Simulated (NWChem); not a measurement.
System: HTeSCl; SMILES S[Te]Cl

Parts of the log:

```
             Northwest Computational Chemistry Package (NWChem) 7.3.0
             --------------------------------------------------------

                             Geometry "geometry" -> ""
                             -------------------------

 Output coordinates in angstroms (scale by  1.889725989 to convert to a.u.)

  No.       Tag          Charge          X              Y              Z
 ---- ---------------- ---------- -------------- -------------- --------------
    1 Te                  52.0000     0.57979600     0.00728500     0.00017700
    2 Cl                  17.0000    -0.87585500    -1.88233600    -0.02172900
    3 S                   16.0000    -0.95897700     1.82176300    -0.06000500
    4 H                    1.0000    -1.17184200     1.92783400     1.27345200

 Effective nuclear repulsion energy (a.u.)     437.9415375790

                                 NWChem DFT Module
                                 -----------------

 Summary of "ao basis" -> "ao basis" (spherical)
 ------------------------------------------------------------------------------
       Tag                 Description            Shells   Functions and Types
 ---------------- ------------------------------  ------  ---------------------
 Te                        def2-svpd                13       35   5s5p3d
 Cl                        def2-svpd                11       27   5s4p2d
 S                         def2-svpd                11       27   5s4p2d
 H                         def2-svpd                 4        8   2s2p

            General Information
            -------------------
          SCF calculation type: DFT
          Wavefunction type:  closed shell.
          No. of atoms     :     4
          No. of electrons :    58
           Alpha electrons :    29
            Beta electrons :    29
          Charge           :     0
          Spin multiplicity:     1
          Use of symmetry is: off; symmetry adaption is: off
          Maximum number of iterations: 150
          AO basis - number of functions:    97
                     number of shells:    39
          Convergence on energy requested:  1.00D-06
          Convergence on density requested:  1.00D-05
          Convergence on gradient requested:  5.00D-04

              XC Information
              --------------
                         B3LYP Method XC Potential
                     Hartree-Fock (Exact) Exchange  0.200
                        Slater Exchange Functional  0.800 local
                    Becke 1988 Exchange Functional  0.720 non-local
              Lee-Yang-Parr Correlation Functional  0.810
                  VWN I RPA Correlation Functional  0.190 local

             Grid Information
             ----------------
          Grid used for XC integration:  medium
          Radial quadrature: Mura-Knowles
          Angular quadrature: Lebedev.
          Tag              B.-S. Rad. Rad. Pts. Rad. Cut. Ang. Pts.
          ---              ---------- --------- --------- ---------
          Te                  1.40      123          12.0       590
          Cl                  1.00       88          13.0       590
          S                   1.00       88          13.0       590
          H                   0.35       45          13.0       434
          Grid pruning is: on
          Number of quadrature shells:   344
          Spatial weights used:  Erf1

      Superposition of Atomic Density Guess
      -------------------------------------

 Sum of atomic energies:       -1168.40219402

      Non-variational initial energy
      ------------------------------

 Total energy =   -1124.500060
 1-e energy   =   -2105.369082
 2-e energy   =     753.258347
 HOMO         =      -0.220717
 LUMO         =      -0.074014

   convergence    iter        energy       DeltaE   RMS-Dens  Diis-err
 ---------------- ----- ----------------- --------- --------- ---------
 d= 0,ls=0.0,diis     1  -1126.8518601304 -1.35D+03  1.38D-02  3.95D-01
 d= 0,ls=0.0,diis     2  -1126.8393833853  1.25D-02  7.88D-03  3.64D-01
 d= 0,ls=0.0,diis     3  -1126.8941715270 -5.48D-02  2.49D-03  5.27D-02
 d= 0,ls=0.0,diis     4  -1126.9023701927 -8.20D-03  6.31D-04  3.53D-03
 d= 0,ls=0.0,diis     5  -1126.9029262111 -5.56D-04  1.02D-04  5.82D-05
  Resetting Diis
 d= 0,ls=0.0,diis     6  -1126.9029357855 -9.57D-06  3.72D-05  8.63D-06
 d= 0,ls=0.0,diis     7  -1126.9029370896 -1.30D-06  3.43D-05  1.34D-06
 d= 0,ls=0.0,diis     8  -1126.9029365607  5.29D-07  2.20D-05  4.14D-06
 d= 0,ls=0.0,diis     9  -1126.9029373443 -7.84D-07  1.02D-06  7.46D-09

         Total DFT energy =    -1126.902937344340
      One electron energy =    -2106.065986303039
           Coulomb energy =      826.719414011853
    Exchange-Corr. energy =      -75.167040170131
 Nuclear repulsion energy =      227.610675116977

 Numeric. integr. density =       57.999993337491

                       DFT Final Molecular Orbital Analysis
                       ------------------------------------

 Vector   27  Occ=2.000000D+00  E=-3.200219D-01
              MO Center= -6.8D-01, -8.8D-01, -3.0D-02, r^2= 4.1D+00
   Bfn.  Coefficient  Atom+Function         Bfn.  Coefficient  Atom+Function
  ----- ------------  ---------------      ----- ------------  ---------------
    47      0.467079  2 Cl px                44      0.362452  2 Cl px
    48     -0.214558  2 Cl py                41      0.208256  2 Cl px
    75     -0.200273  3 S  py                74      0.199176  3 S  px
    12     -0.190533  1 Te px                45     -0.179004  2 Cl py
     4     -0.164287  1 Te s                  3     -0.159047  1 Te s

 Vector   28  Occ=2.000000D+00  E=-2.945455D-01
              MO Center= -8.6D-01,  1.3D+00, -1.8D-02, r^2= 3.1D+00
   Bfn.  Coefficient  Atom+Function         Bfn.  Coefficient  Atom+Function
  ----- ------------  ---------------      ----- ------------  ---------------
    74      0.447066  3 S  px                71      0.342095  3 S  px
    75      0.339679  3 S  py                72      0.268987  3 S  py
    48      0.236595  2 Cl py                68      0.191197  3 S  px
    45      0.176682  2 Cl py                69      0.149523  3 S  py
    42      0.101483  2 Cl py                 3     -0.097963  1 Te s

 Vector   29  Occ=2.000000D+00  E=-2.404091D-01
              MO Center=  3.1D-01, -1.3D-01,  1.1D-02, r^2= 3.3D+00
   Bfn.  Coefficient  Atom+Function         Bfn.  Coefficient  Atom+Function
  ----- ------------  ---------------      ----- ------------  ---------------
    14      0.587522  1 Te pz                17      0.473035  1 Te pz
    49     -0.270815  2 Cl pz                11     -0.222472  1 Te pz
    46     -0.207204  2 Cl pz                 8     -0.173218  1 Te pz
    90     -0.117158  4 H  s                 43     -0.116443  2 Cl pz
    66      0.081554  3 S  s                 91     -0.074146  4 H  s

 Vector   30  Occ=0.000000D+00  E=-1.092594D-01
              MO Center=  1.5D-01, -2.1D-01, -3.0D-03, r^2= 4.8D+00
   Bfn.  Coefficient  Atom+Function         Bfn.  Coefficient  Atom+Function
  ----- ------------  ---------------      ----- ------------  ---------------
    15      0.420139  1 Te px                12      0.413933  1 Te px
    48      0.348878  2 Cl py                 3     -0.308740  1 Te s
    13      0.308864  1 Te py                16      0.285932  1 Te py
    47      0.241898  2 Cl px                75     -0.233318  3 S  py
    45      0.225785  2 Cl py                 4     -0.196233  1 Te s

 Vector   31  Occ=0.000000D+00  E=-8.773808D-02
              MO Center=  1.2D-01,  5.2D-01,  2.1D-02, r^2= 5.3D+00
   Bfn.  Coefficient  Atom+Function         Bfn.  Coefficient  Atom+Function
  ----- ------------  ---------------      ----- ------------  ---------------
    16      0.464741  1 Te py                13      0.425844  1 Te py
    74     -0.336827  3 S  px                75      0.319315  3 S  py
    15     -0.292840  1 Te px                66     -0.250960  3 S  s
    12     -0.246901  1 Te px                65     -0.222395  3 S  s
     3      0.208386  1 Te s                 71     -0.204856  3 S  px

 Vector   32  Occ=0.000000D+00  E=-1.864166D-02
              MO Center= -7.0D-01,  1.5D+00,  7.9D-01, r^2= 6.7D+00
   Bfn.  Coefficient  Atom+Function         Bfn.  Coefficient  Atom+Function
  ----- ------------  ---------------      ----- ------------  ---------------
     5      1.455065  1 Te s                  4     -0.369985  1 Te s
    40     -0.252999  2 Cl s                 18     -0.249050  1 Te px
    65     -0.240690  3 S  s                 76     -0.239863  3 S  pz
    97      0.234904  4 H  pz                19      0.228760  1 Te py
    90      0.212065  4 H  s                 73     -0.204346  3 S  pz

     Multipole analysis of the density
     ---------------------------------

     L   x y z        total         alpha         beta         nuclear
     -   - - -        -----         -----         ----         -------
     0   0 0 0      0.000000    -29.000000    -29.000000     58.000000

     1   1 0 0      0.485513     16.768321     16.768321    -33.051128
     1   0 1 0      0.608714      1.011899      1.011899     -1.415084
     1   0 0 1      0.324178      0.211007      0.211007     -0.097837

     2   2 0 0    -38.183530    -85.507132    -85.507132    132.830734
     2   1 1 0     -1.646639      2.896120      2.896120     -7.438879
     2   1 0 1     -0.971326     -0.047150     -0.047150     -0.877026
     2   0 2 0    -40.302157   -229.153250   -229.153250    418.004342
     2   0 1 1      1.357213     -1.823493     -1.823493      5.004199
     2   0 0 2    -39.620518    -22.823018    -22.823018      6.025517

 *** CALLING NEW AORESP DRIVER FOR CLOSED AND OPEN SHELLS ***
 Entering AOResponse driver routine

--------------------------------------------------------------------------------

          -----------------------------------------------
          Solving response equations for perturbing field
          -----------------------------------------------

 number of frequencies:     1
 frequency in a.u.:  0.0000000E+00
 Perturbing field: electric
 Using El. Dipole Length Gauge

 Setting up CPKS with frequency omega =      0.00000000 a.u.

 STATIC response

                                NWChem CPHF Module
                                ------------------

  scftype          =     RHF
  nclosed          =       29
  nopen            =        0
  variables        =     1972
  # of vectors     =        3
  tolerance        = 0.10D-03
  level shift      = 0.00D+00
  max iterations   =       50
  max subspace     =       30

 SCF residual:    2.4204489771367669E-005

Iterative solution of linear equations
  No. of variables     1972
  No. of equations        3
  Maximum subspace       30
        Iterations       50
       Convergence  1.0D-04

   iter   nsub   residual    time
   ----  ------  --------  ---------
     1      3    7.40D+00      21.0
     2      6    1.94D+00      29.9
     3      9    4.06D-01      39.5
     4     12    4.22D-02      48.5
     5     15    9.41D-03      57.1
     6     18    3.15D-03      65.8
     7     21    3.58D-04      75.7
     8     24    1.05D-04      85.3
     9     27    1.33D-05      94.4

 Electric Dipole Response Matrix (nonzero elements):

              1        2        3
    1   75.5722  -3.6543  -0.5754
    2   -3.6543 102.9468   1.3715
    3   -0.5754   1.3715  61.2002

 ------------------------------------------
 average:        79.90636 + I       0.00000

 DFT Linear Response polarizability / au
 Frequency  =       0.0000000 / au
              X              Y              Z
 -----------------------------------------------
 X      75.5721753     -3.6543454     -0.5753544
 Y      -3.6543494    102.9467575      1.3714578
 Z      -0.5753604      1.3714576     61.2001600
 -----------------------------------------------
 Eigenvalues =      75.1037368    103.4748871     61.1404688
 Isotropic   =      79.9063642
 Anisotropic =      37.3637390
 -----------------------------------------------

 Magnetic Dipole Response Matrix (nonzero elements):

 Exiting AOResponse driver routine
```

Level: B3LYP/def2-SVPD with def2 effective core potentials on Te. The geometry was optimised at PBE0/def2-SVP. Not confirmed as a minimum by frequencies. B3LYP is NWChem's, with the RPA form of VWN correlation. def2 effective core potentials on Te; no spin-orbit coupling.

**Question.** Reconstruct the input file.

**Answer.** This is not unique; one that fits is the input that was run:
```
start job
memory heap 200 mb stack 900 mb global 1100 mb
geometry units angstroms noautosym nocenter noautoz
  Te     0.579796     0.007285     0.000177
  Cl    -0.875855    -1.882336    -0.021729
  S     -0.958977     1.821763    -0.060005
  H     -1.171842     1.927834     1.273452
end
basis spherical
  * library def2-svpd
end
ecp
  Te library def2-ecp
end
dft
  xc b3lyp
  iterations 150
end
property
  response 1 0.0
end
task dft property
```
